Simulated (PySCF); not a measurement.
HSi, SMILES [SiH] (connectivity only; charge and spin as stated), charge +1, multiplicity 1.

The structure is a stationary point at r2SCAN-D4/def2-TZVPD.

Method: PySCF with ωB97X/def2-TZVPD.

Isolated molecule, no solvent.

```yaml
total_energy: -289.68755 hartree
point_group: C∞v
highest_occupied_level: -17.77 eV
lowest_empty_level: -8.18 eV
orbital_gap: 9.59 eV
dipole_moment_about_the_centre_of_nuclear_charge: 0.27 D
mean_static_polarisability: 20.7 bohr³ (3.07 Å³)
polarisability_principal_values: 19.5, 19.5, 23.2 bohr³
```
